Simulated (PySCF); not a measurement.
## Dipole moment and polarisability of `C=CC(=C)S(=O)(=O)O`

Species: C₄H₆O₃S.
Atom-mapped SMILES: `[CH2:1]=[CH:2][C:3](=[CH2:4])[S:5](=[O:6])(=[O:7])[OH:8]` (hydrogens: H9, H10 on C1; H11 on C2; H12, H13 on C4; H14 on O8)

Geometry (GFN2-xTB, Å), atoms numbered from 1 in this order:
```xyz
14
C4H6O3S angstrom
C     -1.5097   -0.0410   -1.3955
C     -1.1171   -0.7936   -0.3742
C     -0.0737   -0.4271    0.5499
C      0.3778   -1.1384    1.5722
S      0.7329    1.1564    0.2884
O      1.8088    1.3148    1.2219
O     -0.2180    2.2096    0.1545
O      1.4219    0.9120   -1.1606
H     -1.0711    0.9214   -1.5875
H     -2.2930   -0.3683   -2.0583
H     -1.5788   -1.7564   -0.1867
H      1.1691   -0.7445    2.1849
H     -0.0230   -2.1071    1.8242
H      2.3732    0.8616   -1.0553
```

Level: wB97X-D/def2-SVPD (PySCF), static field, nuclei fixed, core orbitals frozen in the response. The polarisability tensor in these axes (au):

```
x    74.91   1.15  16.02
y     1.15  76.42 -13.14
z    16.02 -13.14  85.96
```

Problem. Give the principal values, the mean and the anisotropy Δα = √{½[(α1 − α2)² + (α2 − α3)² + (α1 − α3)²]}.

Solution. Principal values 58.66, 76.95 and 101.69 au; mean 79.10 au = 11.72 Å³ = 13.04 × 10⁻⁴⁰ C²·m²/J; Δα = 37.41 au (47 % of the mean).

Problem. What is the dipole moment, and where does it point?

Solution. (0.12, -3.92, -0.87) D, 4.02 D in size, pointing from the negative to the positive side. Measured along this direction, the outermost atoms are O7 at the negative end and H11 and H13 at the positive end.

Problem. What would n − 1 = 2πNα be for an ideal gas of these molecules at 350 K and 1 atm, electronic part alone?

Solution. N = p/kT = 2.0968 × 10¹⁹ cm⁻³, so n − 1 = 2π × N × 11.72 × 10⁻²⁴ cm³ = 1544 × 10⁻⁶ at long wavelengths, for an ideal gas.

Problem. In TDDFT the mean static polarisability is Σ f/ω² over all singlet excitations (ω in hartree). How much of it do the 8 lowest give? Their energies (eV) and oscillator strengths: 5.83, 0.4728; 6.54, 0.0042; 7.01, 0.0009; 7.18, 0.0592; 7.37, 0.0137; 7.41, 0.0105; 7.59, 0.0149; 7.67, 0.0110.

Solution. They add up to 11.91 au, 15.1 % of the 79.10 au; the largest single term is 10.31 au, from the state at 5.83 eV. Terms in order: 10.31, 0.07, 0.01, 0.85, 0.19, 0.14, 0.19, 0.14 au. Higher excitations give the rest. The strengths listed sum to 0.587.

Problem. What depolarisation ratio follows for Rayleigh scattering of linearly polarised light, taking the static tensor?

Solution. ρ = 3Δα²/(45ᾱ² + 4Δα²) = 4198.1/(281550 + 5597.5) = 0.0146.

Problem. Give the eigenvalues of the traceless quadrupole moment Θ = ½Σq(3rr − r²1), origin at the centre of nuclear charge.

Solution. -8.37, -0.08, 8.46 D·Å. The values depend on the origin, since the dipole doesn't vanish. The electronic extent ⟨r²⟩ about the same centre is 962 bohr², a root-mean-square distance of 1.96 Å for the 70 electrons.

One conformer (not necessarily the lowest) at the GFN2-xTB geometry, without solvent, vibrations or thermal averaging.
